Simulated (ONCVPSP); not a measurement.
**phosphorus (P): one change to an ONCV potential, before and after**

ONCVPSP 4.0.1 input, shortened (lines: element, Z, core and valence counts, functional; n l f; lmax; l rc ep ncon nbas qcut; lloc lpopt rc5 dvloc0; l nproj debl; icmod fcfact rcfact), BLYP, scalar-relativistic:

```
  P 15.00    3    2  -106131      upf
    1    0    2.00
    2    0    2.00
    2    1    6.00
    3    0    2.00
    3    1    2.00
    2
    0    1.60    0.00    4    7    4.60
    1    1.95    0.00    4    7    4.50
    2    1.55    0.13    3    6    6.70
    2    5    1.55    0.00
    0    2    2.60
    1    2    0.60
    2    0    3.00
    3    3.75    1.30
```

Change: all radii but the core radius scaled by about 1.25 (s 2.00, p 2.44, d 1.94 bohr).

Cutoffs: the cutoffs (Ha) at which the residual kinetic energy of the hardest occupied pseudo-wave falls to 1 and 0.1 mHa per electron; they do not see the model core or the augmentation charge, which bear on the density cutoff. Errors are all-electron minus pseudo energies relative to the spin-unpolarised reference configuration.

How do hardness, ghosts and transferability respond?

The potential gets softer (10 Ha and 33 Ha → 8.6 Ha and 12 Ha); of the 4 tests that both files solve, the error grows in 0 and shrinks in 4 by more than 15 % and 0.3 meV (median size 4.6 → 2.8 meV); neither file shows a bound ghost. A larger radius leaves more room for a smooth pseudo-wave, so fewer plane waves are needed. That the errors move this way runs against the usual rule that smaller radii transfer better.

| quantity | base | changed |
| --- | --- | --- |
| cutoff, loose | 10 Ha | 8.6 Ha |
| cutoff, tight | 33 Ha | 12 Ha |
| loose cutoff by channel | s 10 Ha, p 4.7 Ha | s 8.6 Ha, p 4.8 Ha |
| bound ghosts | none | none |
| GHOST(+) flags under 300 eV | s at 170.4 eV | s at 185.4 eV |
| error for 3s2 3p3, meV [ΔE -9.58 eV] | +2.4 | +1.6 |
| error for 3s2 3p1, meV [ΔE 19.01 eV] | +6.8 | +4.1 |
| error for 3s2 3p0, meV [ΔE 48.68 eV] | +53 | +36 |
| error for 3s1 3p4, meV [ΔE -1.02 eV] | +2.1 | -1.6 |
| rms error of d²Exc/dni dnj with the model core, mHa | 2.39 | 1.98 |
